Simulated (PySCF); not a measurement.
Isomers of H8O2Si3. Theory: PySCF 2.14.0, PBE0-D3(BJ)/def2-SVP geometry optimisation, gas phase. One conformer each; no zero-point energy, no entropy. No frequencies were run at this level. Point groups hold within 0.08 Å.

Question: Rank from lowest to highest electronic energy at this level (kcal/mol).
A. `[OH:1][SiH2:2][O:3][SiH2:4][SiH3:5]` with H–O1–Si2–O3 169°, O1–Si2–O3–Si4 13°, Si2–O3–Si4–Si5 -20°
B. `[SiH3:1][O:2][SiH2:3][O:4][SiH3:5]` with Si1–O2–Si3–O4 12°, O2–Si3–O4–Si5 9°

Answer: B (0.0), A (19.8).

As drawn, the higher has an O–H bond and an Si–Si bond, which the lower lacks.

```json
{"SMILES": "[SiH3]O[SiH2]O[SiH3]", "E (Eh)": "-1022.95960", "E rel (kcal/mol)": "0.0", "dipole (D)": "0.62", "point group": "C2", "A, B, C (MHz)": "3288, 1463, 1051"}
{"SMILES": "O[SiH2]O[SiH2][SiH3]", "E (Eh)": "-1022.92803", "E rel (kcal/mol)": "19.8", "dipole (D)": "2.05", "point group": "near Cs", "A, B, C (MHz)": "3450, 1595, 1137"}
```

Q: How do the relative energies change in single points at PBE0/pcSseg-1 (no added dispersion term) on the same geometries?

A: 
```tsv
SMILES	PBE0-D3(BJ)/def2-SVP (kcal/mol)	PBE0/pcSseg-1 (kcal/mol)	shift
[SiH3]O[SiH2]O[SiH3]	0.0	0.0	0.0
O[SiH2]O[SiH2][SiH3]	19.8	20.5	+0.7
```

Each column counts from its own lowest isomer. The order is unchanged; the largest shift is 0.7 kcal/mol.
